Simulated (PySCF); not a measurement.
C2H3BrF2, SMILES CC(F)(F)Br.

The structure is a stationary point at PBE0-D3(BJ)/def2-SVP.

Method: M06-2X/def2-TZVP (PySCF).

The molecule is in vacuum.

total energy: -2851.91778 hartree
point group: Cs
highest occupied level: -9.84 eV
lowest empty level: 0.46 eV
orbital gap: 10.30 eV
dipole moment: 0.459 e·Å
quadrupole, principal values (traceless, Buckingham form, about the centre of nuclear charge): -2.93, -2.84, 5.77 D·Å
mean static polarisability: 45.5 bohr³ (6.74 Å³)
polarisability, principal values: 38.9, 40.2, 57.4 bohr³
